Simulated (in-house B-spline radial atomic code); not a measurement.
A calculation on Kr⁵⁺: its settings, and results tabulated from the run. Level of theory: non-relativistic LDA PW92, spin-polarised, spherical fractional occupations, point nucleus; calculated with a B-spline radial code for spherical atoms.

Command:
```bash
python run_scf.py task.json out
```
Settings:
```
Z                36
configuration    [Ar] 3d10 4s2 4p1
hamiltonian      nr
method           lda,pw
spin_polarised   True
```

Output (hartree, bohr):
```
 radial grid: 48 intervals, B-splines of order 8, outer radius 18.2456 bohr

 iter        energy (Eh)    residual
    1       -2736.938603    4.96e-01
    2       -2739.232906    5.48e-01
    3       -2743.092671    5.46e-02
    4       -2743.148919    9.75e-03
    5       -2743.150026    2.68e-03
    6       -2743.150122    1.83e-03
    7       -2743.150166    3.69e-05
    8       -2743.150166    6.21e-07
    9       -2743.150166    3.91e-08

 total energy                     -2743.15017
 kinetic                            2740.9895
 electron-nucleus                  -6477.0756
 Hartree                            1082.4963
 exchange-correlation                -89.5604

 orbital      occ     eigenvalue          <r>       <r^2>       <1/r>       <r^4>       r_max
 1s up      1.000      -512.7901    0.0425025  0.00241859     35.4526 1.48465e-05     0.02808
 1s down    1.000      -512.7855    0.0425024  0.00241857     35.4528 1.48464e-05     0.02808
 2s up      1.000       -69.0385     0.188047   0.0416103     7.87924   0.0029727      0.1584
 2s down    1.000       -69.0355     0.188045   0.0416093     7.87923  0.00297249      0.1584
 2p up      3.000       -62.7783     0.161957   0.0320328     7.86809  0.00204293      0.1251
 2p down    3.000       -62.7740     0.161958    0.032033     7.86799   0.0020429      0.1251
 3s up      1.000       -12.0250     0.541642    0.336981     2.62589    0.179039      0.4771
 3s down    1.000       -12.0188     0.541455    0.336685     2.62644    0.178553      0.4771
 3p up      3.000        -9.7959     0.544539    0.346601     2.52153    0.201094      0.4671
 3p down    3.000        -9.7889     0.544234    0.346112     2.52244    0.200242      0.4671
 3d up      5.000        -5.7778     0.548973    0.369324     2.28971    0.281954      0.4085
 3d down    5.000        -5.7694     0.547962    0.367633     2.29224    0.278403      0.4084
 4s up      1.000        -3.1940      1.41528     2.25305    0.946298     7.42159       1.286
 4s down    1.000        -3.1432      1.41496     2.25426    0.947854     7.45929       1.282
 4p up      1.000        -2.6090        1.544     2.69405    0.858456      10.789       1.391
```

Cost of the run: 0.12 s on 1 thread of Arm Neoverse V1 (shared host).
